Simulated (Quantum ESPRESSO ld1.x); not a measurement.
Q: I VIII, configuration [Kr] 4d10. All-electron calculation, scalar-relativistic Kohn-Sham, LDA (Slater exchange, Perdew-Wang correlation), spin-polarised, spherical densities, point nucleus. Program: ld1.x of Quantum ESPRESSO 7.5. Some entries of the table are withheld. Estimate them.

orbital,occ.,eigenvalue (hartree),<1/r> (bohr^-1),<r> (bohr)
1s,2,-1214.30,56.78,0.02725
2s,2,-190.535,13.01,0.1173
2p,6,(1),(2),0.1025
3s,2,-41.1462,4.662,0.3145
3p,6,-34.9637,4.435,0.3124
3d,10,-25.6779,4.199,0.2887
4s,2,-9.96049,1.897,0.7371
4p,6,-8.00905,1.741,0.7864
4d,10,(3),1.476,0.8951

A: 
(1) 2p eigenvalue (hartree): -171.462
(2) 2p <1/r> (bohr^-1): 12.45
(3) 4d eigenvalue (hartree): -5.14393
